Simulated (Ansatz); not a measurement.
`C=[CH][Ga]([F])[Br]`. Charge 0, multiplicity 1. All single points use the PBE0-D4/def2-TZVP geometry. It is one conformer, not always the lowest.

```xyz
8

C    -0.446    0.458   -1.329
C     0.307   -0.341   -0.577
Ga    0.218   -0.213    1.343
F    -0.871    0.973    2.035
Br    1.361   -1.420    2.888
H    -0.420    0.413   -2.415
H    -1.120    1.192   -0.897
H     0.970   -1.063   -1.046
```

What is the dipole moment at B3LYP/def2-TZVPP? (Estimate.)

Computed: 3.09 D, with components (0.37, -0.45, -3.03) D in this frame, pointing from negative to positive charge.

And with PBE, r2SCAN, ωB97M-V? (Best estimate.)

Computed: PBE 2.99 D, r2SCAN 3.08 D, ωB97M-V 3.05 D.

Give the Mulliken charges with B3LYP, ωB97M-V, r2SCAN in def2-TZVPP. (An estimate is asked.)

The calculation gave: 
| atom | B3LYP | ωB97M-V | r2SCAN |
| --- | --- | --- | --- |
| C1 | -0.19 | -0.18 | -0.12 |
| C2 | -0.21 | -0.26 | -0.22 |
| Ga3 | 0.66 | 0.68 | 0.67 |
| F4 | -0.38 | -0.38 | -0.38 |
| Br5 | -0.24 | -0.23 | -0.24 |
| H6 | 0.12 | 0.12 | 0.09 |
| H7 | 0.12 | 0.12 | 0.10 |
| H8 | 0.13 | 0.13 | 0.10 |

B3LYP here is the variant with VWN-RPA as its local correlation; programs differ in this.
